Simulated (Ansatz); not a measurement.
Cost and result for the atomization energy of C₂H₇OSi (`[CH2]C[SiH2]O`) radical (11 atoms, 10 bonds).

```xyz
11

C     0.562    1.451   -0.144
C    -0.149    0.572    0.798
Si   -0.609   -1.037   -0.081
O     0.724   -1.793   -0.688
H     1.640    1.415   -0.234
H     0.018    2.086   -0.832
H    -1.083    1.018    1.160
H     0.464    0.313    1.667
H    -1.217   -2.013    0.859
H    -1.577   -0.701   -1.163
H     1.228   -1.309   -1.344
```

Charge 0, multiplicity 2. The geometry is a stationary point of PBE0-D4/def2-TZVP. It is one conformer, not always the lowest. Program: Ansatz. All runs use 4 threads of an Arm Neoverse V1 on a shared host. Times are those of one run each, without the atoms' runs, and a repeat can differ threefold. Electronic energies, without spin–orbit coupling; frozen cores. CCSD(T)/CBS adds CCSD(T) − MP2 in def2-TZVPP to the MP2 limit, and its time is that of the two runs behind it. T1 = 0.013; ⟨S²⟩ of the reference is 0.76. HSE06 is the plane-wave form, built on full-range PBE exchange.

CCSD(T)/CBS is a level of theory with its own doubt, some kJ/mol a heavy atom from the limit and from the frozen cores, so smaller differences don't rank the functionals.

```tsv
level	functions	wall time
LDA (SPW92)/def2-TZVPP	233	1.4 s
PBE-D4/def2-TZVPP (with forces)	233	3.1 s
PBE0-D4/def2-TZVPP	233	3.9 s
HSE06-D4/def2-TZVPP	233	4.1 s
CAM-B3LYP-D4/def2-TZVPP	233	4.4 s
BHLYP-D4/def2-TZVPP	233	4.5 s
PBE-QIDH/def2-TZVPP	233	5.5 s
r2SCAN-D4/def2-TZVPP (with forces)	233	6.5 s
CCSD(T)/def2-SVP	95	9 s
ωB97X-V/def2-TZVPP	233	9.5 s
MP2/def2-QZVPP	451	23 s
CCSD(T)/def2-TZVPP	233	16 min
CCSD(T)/CBS(def2)	–	16 min
```

What atomization energy does each give, and how far from CCSD(T)/CBS? (Estimate.)

The calculation gave: 
```csv
level,atomization (kJ/mol),difference from CCSD(T)/CBS,per bond
LDA (SPW92)/def2-TZVPP,4508.3,511.9,51.2
PBE-D4/def2-TZVPP (with forces),4035.9,39.5,4.0
PBE0-D4/def2-TZVPP,3987.7,-8.7,-0.9
HSE06-D4/def2-TZVPP,3990.1,-6.3,-0.6
CAM-B3LYP-D4/def2-TZVPP,4014.5,18.1,1.8
BHLYP-D4/def2-TZVPP,3905.7,-90.7,-9.1
PBE-QIDH/def2-TZVPP,3965.6,-30.8,-3.1
r2SCAN-D4/def2-TZVPP (with forces),4012.6,16.2,1.6
CCSD(T)/def2-SVP,3758.0,-238.4,-23.8
ωB97X-V/def2-TZVPP,4000.5,4.1,0.4
MP2/def2-QZVPP,3992.7,-3.7,-0.4
CCSD(T)/def2-TZVPP,3897.5,-98.9,-9.9
CCSD(T)/CBS(def2),3996.4,0.0,0.0
```

From r2SCAN to r2SCAN0 (25 % exact exchange), in def2-TZVPP and without D4, the atomization energy moves by −46.5 kJ/mol: exact exchange takes away binding that semilocal exchange gives to molecules. In def2-TZVPP, CCSD(T) changes the Hartree–Fock value by +903.7 kJ/mol (the triples alone add +44.1 kJ/mol) and MP2 by +939.9 kJ/mol; breaking electron pairs costs correlation energy, which Hartree–Fock lacks. Leaving LDA and LC-ωPBE aside and taking each functional with its dispersion term where it has one, the values spread over 130.2 kJ/mol, from BHLYP-D4 to PBE-D4. LDA lies +491.6 kJ/mol from PBE without D4, its usual overbinding.
